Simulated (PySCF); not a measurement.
F₃H₃SiSn. Atoms are numbered in the order given.

```xyz
8

F      1.5333    -0.8853    -1.0625
Sn     0.0000     0.0000    -0.2474
F      0.0000     1.7705    -1.0625
F     -1.5333    -0.8853    -1.0625
Si     0.0000     0.0000     2.3391
H      1.2425     0.7173     2.7698
H      0.0000    -1.4347     2.7698
H     -1.2425     0.7173     2.7698
```
Charge 0, spin multiplicity 1.

Geometry optimised at PBE-D3(BJ)/def2-SVP. The def2 effective core potentials stand for the cores of Sn; spin–orbit coupling is left out.

All values below come from PBE-D3(BJ)/def2-SVP (PySCF 2.14.0).

Frequencies are harmonic and unscaled.

Modes within 1.5 cm⁻¹ of each other (mostly degenerate sets) share a row, with their intensities summed.

Computed normal modes with their intensities:
```json
[
 {"mode": "1", "ν (cm⁻¹)": "44", "IR (km/mol)": "0.0", "moving atoms (share of kinetic energy)": "H 97 %"},
 {"mode": "2–3", "ν (cm⁻¹)": "78", "IR (km/mol)": "3.8", "moving atoms (share of kinetic energy)": "F 57 %, Si 22 %, Sn 13 %"},
 {"mode": "4–5", "ν (cm⁻¹)": "160", "IR (km/mol)": "22.0", "moving atoms (share of kinetic energy)": "F 89 %, Sn 11 %"},
 {"mode": "6", "ν (cm⁻¹)": "182", "IR (km/mol)": "49.6", "moving atoms (share of kinetic energy)": "F 78 %, Sn 13 %, Si 9 %"},
 {"mode": "7", "ν (cm⁻¹)": "292", "IR (km/mol)": "1.4", "moving atoms (share of kinetic energy)": "Si 68 %, Sn 20 %"},
 {"mode": "8–9", "ν (cm⁻¹)": "480", "IR (km/mol)": "4.3", "moving atoms (share of kinetic energy)": "H 90 %, Si 9 %"},
 {"mode": "10", "ν (cm⁻¹)": "606", "IR (km/mol)": "80.9", "moving atoms (share of kinetic energy)": "F 89 %, Sn 9 %"},
 {"mode": "11–12", "ν (cm⁻¹)": "623", "IR (km/mol)": "107.1", "moving atoms (share of kinetic energy)": "F 83 %, Sn 17 %"},
 {"mode": "13", "ν (cm⁻¹)": "796", "IR (km/mol)": "200.8", "moving atoms (share of kinetic energy)": "H 90 %, Si 9 %"},
 {"mode": "14–15", "ν (cm⁻¹)": "889", "IR (km/mol)": "70.9", "moving atoms (share of kinetic energy)": "H 97 %"},
 {"mode": "16", "ν (cm⁻¹)": "2183", "IR (km/mol)": "19.6", "moving atoms (share of kinetic energy)": "H 99 %"},
 {"mode": "17–18", "ν (cm⁻¹)": "2215", "IR (km/mol)": "69.3", "moving atoms (share of kinetic energy)": "H 95 %"}
]
```
